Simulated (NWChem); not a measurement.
System: C2H4FNOSi; SMILES FC[SiH2]OC#N

```xyz
10

N     -0.9269    -2.6353     0.4971
C     -0.2874    -1.8399    -0.0587
O      0.4142    -0.9749    -0.6861
Si     1.0330     0.4819    -0.0084
C     -0.4030     1.5464     0.5926
F     -1.1496     1.9861    -0.4750
H      1.9156     0.1121     1.1318
H      1.7617     1.0967    -1.1401
H     -1.0473     0.9757     1.2866
H     -0.0124     2.4143     1.1569
```
Atoms are numbered in this order, from 1.

Coordinates come from a PBE0/def2-SVP optimisation.

Problem. Give the principal values of the shielding tensors (ppm) of N1, C2, O3, Si4, C5 from B3LYP/6-31G* (spherical d), GIAO (NWChem), with their diamagnetic and paramagnetic parts as GIAO splits them.

Solution. 
```
atom    σ11    σ22    σ33  isotropic  diamagnetic  paramagnetic
----  -----  -----  -----  ---------  -----------  ------------
N1    -24.0    1.8  337.4      105.1        333.5        -228.5
C2     -3.0   -0.2  287.4       94.7        263.0        -168.3
O3    245.7  269.3  369.2      294.7        391.9         -97.2
Si4   343.2  390.3  444.4      392.6        881.3        -488.7
C5     83.4   94.7  177.0      118.4        247.0        -128.6
```
